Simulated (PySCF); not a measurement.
Species: C4H9PSSi2.
Numbering: `[SiH3:1][PH:2][SiH2:3][c:4]1[cH:5][cH:6][cH:7][s:8]1` (hydrogens: H9, H10, H11 on Si1; H12 on P2; H13, H14 on Si3; H15 on C5; H16 on C6; H17 on C7)

Torsions of this conformer, `[SiH3:1][PH:2][SiH2:3][c:4]1[cH:5][cH:6][cH:7][s:8]1`: Si1–P2–Si3–C4 -57°, P2–Si3–C4–C5 -60°.

The closed-shell ground state was solved at several levels (PySCF, density fitting, gas phase, non-relativistic). The structure is a single PBE0-D3(BJ)/def2-SVP conformer in the gas phase; no vibrational or solvent corrections.

```json
{"level": "PBE0/def2-SVPD", "basis functions": "251", "HOMO (eV)": "-6.99", "LUMO (eV)": "-1.01", "gap (eV)": "5.98", "dipole (D)": "0.92"}
{"level": "CAM-B3LYP/pcSseg-1", "basis functions": "209", "HOMO (eV)": "-8.19", "LUMO (eV)": "0.10", "gap (eV)": "8.29", "dipole (D)": "0.96"}
```

Estimate the row for PBE0/pcSseg-1, a basis of 209 functions; the other rows only guide the guess.

HOMO -7.02 eV, LUMO -1.01 eV, gap 6.01 eV, dipole 0.99 D.

Over all these levels, which gives the widest orbital gap and which the narrowest?

CAM-B3LYP/pcSseg-1 (range-separated hybrid) has the widest, 8.29 eV, and PBE0/def2-SVPD (global hybrid, 25 % exact exchange) the narrowest, 5.98 eV. Functional and basis both differ between the two, so the spread mixes both effects.

How far do the dipole and the HOMO energy spread over the levels?

The dipole runs from 0.92 to 0.99 D (mean 0.96 D) and the HOMO from -8.19 to -6.99 eV.
